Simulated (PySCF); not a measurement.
Vertical excitations of a molecule C3H8OSi from TDDFT-PBE/def2-SVPD run with PySCF 2.14.0, as energy in eV (oscillator strength): 5.45 (0.048), 6.01 (0.073), 6.30 (0.004), 6.50 (0.106), 6.83 (0.068), 6.90 (0.009), 7.00 (0.018), 7.09 (0.018), 7.11 (0.061), 7.35 (0.018). Lowest triplet (TDA): 4.20 eV. Geometry: PBE0-D3(BJ)/def2-SVP. The values are those of a single conformer.

Question: Which structure fits?
A. C=C([SiH3])OC
B. C1CO[SiH2]C1
C. C=CC[SiH2]O
D. C=COC[SiH3]

Answer: C, C=CC[SiH2]O
